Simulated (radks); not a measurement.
Problem. Species: the neodymium ion Nd6+. Configuration: [Kr] 4d10 4f(5/2: 1, 7/2: 0) 5s2 5p(1/2: 1, 3/2: 4) (not the ground configuration). Method: Dirac Kohn-Sham, relativistic LDA (MacDonald-Vosko exchange, VWN5 correlation), spin-unpolarised, spherical densities, finite nucleus; Fermi nuclear charge, rms radius 4.9123 fm; computed with a radial shooting solver on a logarithmic mesh with Libxc functionals. Some entries of the table are withheld. Estimate them.

orbital,occ.,eigenvalue (eV),<r^2> (bohr^2)
1s1/2,2,-43177.93,0.0007659
2s1/2,2,(1),0.01206
2p1/2,2,-6701.228,0.008798
2p3/2,4,-6186.881,0.01005
3s1/2,2,-1610.472,(2)
3p1/2,2,-1451.691,0.07638
3p3/2,4,-1349.011,0.08373
3d3/2,4,-1069.951,0.06782
3d5/2,6,-1047.660,0.06989
4s1/2,2,-393.6725,0.4116
4p1/2,2,-333.2264,0.4345
4p3/2,4,-310.1947,0.4729
4d3/2,4,-209.8503,0.5422
4d5/2,6,-205.6564,0.5566
5s1/2,2,-115.0164,2.008
5p1/2,1,-96.0371,2.339
5p3/2,4,-91.5627,2.524
4f5/2,1,-88.6390,0.8336
4f7/2,0,-88.0530,0.8439

Solution. 
(1) 2s1/2 eigenvalue (eV): -7069.445
(2) 3s1/2 <r^2> (bohr^2): 0.08151
